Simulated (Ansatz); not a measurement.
```yaml
crystal:
  periodic: [false, false, false]
  atoms:
    - {symbol: F, position_ang: [0.242156, 1.460824, -0.474252]}
    - {symbol: Si, position_ang: [-0.057844, 1.160824, -0.474252]}
    - {symbol: N, position_ang: [0.277562, -0.328865, -0.451464]}
    - {symbol: Al, position_ang: [-0.118746, -1.357919, 1.206673]}
    - {symbol: H, position_ang: [1.383854, 1.818583, -1.582081]}
    - {symbol: H, position_ang: [-0.465554, 1.938000, 0.416006]}
    - {symbol: H, position_ang: [0.916618, -1.054835, -1.249898]}
    - {symbol: H, position_ang: [0.194303, -2.658539, 1.572447]}
    - {symbol: H, position_ang: [-0.858572, -0.571439, 2.475143]}
basis:
  gaussian: {orbitals: STO-3G}
hamiltonian: {xc: {name: r2SCAN0}}
accuracy: high
```

```sh
$ ansatz run in.yaml --threads 2 --pin off --events-out ev --progress --plain --max-ram 4352MiB
```

Shortened log:

```
Functional definition: r2SCAN0
668 factors; integrals over basis functions are off by at most 3.2e-8 eV
mean field evaluation 1: about -17902.5065 eV, gradient 5.3e1 eV
mean field evaluation 2: about -17900.2916 eV, gradient 4.6e1 eV
mean field evaluation 4: about -17909.2295 eV, gradient 2.3e0 eV
mean field evaluation 8: about -17909.1338 eV, gradient 8.9e-2 eV
mean field evaluation 16: about -17909.1338 eV, gradient 3.8e-6 eV
mean field -17909.13380502 eV, -658.1485280876 hartree, gradient 7.4e-8 eV, S^2 0.000000; 0 other end points of the search recorded, 0 dependent functions left out
reference -17909.13380544 eV, -658.1485281032 hartree; 24, 24 occupied and 9, 9 virtual orbitals, 668 factors
Total energy: -17909.13380544 eV, -658.1485281032 hartree
```

In this input one atom was put on top of another. The calculation finished and met its thresholds. The result belongs to that input, not to the molecule as meant.
